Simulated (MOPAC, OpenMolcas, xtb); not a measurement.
How methods differ on SnH3I (SMILES [SnH3][I])

SnH3I: 5 atoms, total charge 0, spin state singlet. As SMILES, `[SnH3][I]`. The shape comes from GFN2-xTB, which is rough for such elements, and wasn't checked as a minimum.

Quantity: the dipole moment, in D. The values are calculated.

```csv
level,kind,program,value (D),CPU time
PM6,semi-empirical,MOPAC,3.33,under 2 s
PM7,semi-empirical,MOPAC,4.81,under 2 s
GFN2-xTB,semi-empirical,xtb,4.77,under 2 s
GFN1-xTB,semi-empirical,xtb,1.35,under 2 s
HF/ANO-R0 (sfX2C),Hartree–Fock,OpenMolcas,0.97,7.1 s
HF/STO-3G,Hartree–Fock,OpenMolcas,3.03,7.9 s
HF/def2-SVP (core potential),Hartree–Fock,OpenMolcas,2.34,8.4 s
HF/3-21G,Hartree–Fock,OpenMolcas,3.05,11 s
BP86/3-21G,GGA,OpenMolcas,2.32,19 s
TPSS/def2-TZVP (core potential),meta-GGA,OpenMolcas,1.76,94 s
```

All-electron rows without a relativistic Hamiltonian named are non-relativistic, while core potentials hold scalar relativity, so basis and relativity change together. The values span 0.97 to 4.81 D. Magnitudes only: a small dipole may point the other way at some levels. Sets without polarisation functions give poor dipoles. Times are those of the runs behind each value, whatever else they computed, on shared processors of several kinds: orders of magnitude only.
